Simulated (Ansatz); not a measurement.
This geometry of CH3BO2 (7 atoms, charge 0, multiplicity 1) is a first-order saddle point.

All numbers below come from Ansatz 0.2.0, RHF/def2-SVP.

```xyz
7
Properties=species:S:1:pos:R:3
B -0.631 0.948 -0.174
C 0.038 -0.493 0.150
O -0.559 -1.409 0.609
O 1.331 -0.576 -0.141
H -1.790 1.083 0.066
H 0.029 1.828 -0.635
H 1.643 -1.448 0.078
```

(1) Which two structures does it join? (They come from a converged band through this point; their orientation in space is the band's.)

(2) How far does it lie above each of them?

Results:

(1) No bond is made or broken. The dihedral H5–B1–C2–O4 goes from 91 to -91°. The two ends are copies of one structure, up to a mirror image or an exchange of like atoms.

First end point:

```xyz
7
Properties=species:S:1:pos:R:3
B -0.615 0.935 -0.176
C 0.037 -0.503 0.043
O -0.614 -1.495 0.046
O 1.350 -0.504 0.218
H -0.733 1.356 -1.287
H -1.015 1.542 0.771
H 1.651 -1.399 0.340
```

Last end point:

```xyz
7
Properties=species:S:1:pos:R:3
B -0.616 0.935 -0.178
C 0.036 -0.503 0.048
O -0.616 -1.493 0.075
O 1.352 -0.506 0.202
H -0.990 1.558 0.770
H -0.757 1.340 -1.292
H 1.652 -1.400 0.330
```

(2) 0.187 eV above the first and 0.186 eV above the second. This is the barrier of this one path; another mechanism may lie lower.

The run took 5.7 min on 1 thread of Intel(R) Xeon(R) Processor @ 2.50GHz (Skylake/Cascade Lake) (shared host), peak memory 0.14 GiB.
